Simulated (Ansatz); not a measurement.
Ideal-gas functions of `[OH][Sn]([Cl])[Cl]` radical at 298.15 K and 1 bar, from an Ansatz frequency run at PBE0-D4/def2-TZVP.

Molar mass 206.62 g/mol, point group C1 (symmetry number 1), electronic degeneracy 2, moments of inertia 160.504, 289.484, 390.909 u Å². Harmonic wavenumbers (cm⁻¹, unscaled): 93, 118, 144, 230, 347, 365, 605, 833, 3853.

Use S(trans) = R[1.5 ln M + 2.5 ln T − 1.1517]; rotational temperatures θ = 24.2544 K / I; S(rot) = R[ln(√π/σ · √(T³/θAθBθC)) + 1.5]; for each mode x = 1.438777 ν̃/T, S = R[x/(eˣ − 1) − ln(1 − e⁻ˣ)] and H = RT x/(eˣ − 1); 1 cm⁻¹ = 0.0119627 kJ/mol; R = 8.31446 J/(mol·K).

By hand: the entropy, in J/(mol·K).

Translation 175.3. Rotation: θ = 0.1511, 0.0838, 0.062 K, giving 118.0. Vibration, mode by mode: 15.05, 13.11, 11.51, 7.86, 4.94, 4.61, 1.85, 0.76, 0.00, in all 59.7. Electronic 5.8. Sum 358.8 J/(mol·K).

By hand: H − E and G − E in kJ/mol, counted from the electronic energy.

Zero-point energy ½ × 6588 × 0.0119627 = 39.4; thermal vibration 9.3; translation, rotation and pV give 4 RT = 9.9. H − E = 58.6 kJ/mol, and G − E = 58.6 − 298.15 × 358.8/1000 = -48.4 kJ/mol.

Vibration gives 17 % of the entropy, 39.7 J/(mol·K) of it from the modes under 150 cm⁻¹: soft modes count most, and the harmonic formula is weakest for them. The sum counts one conformer and one mirror image; others add a mixing term.
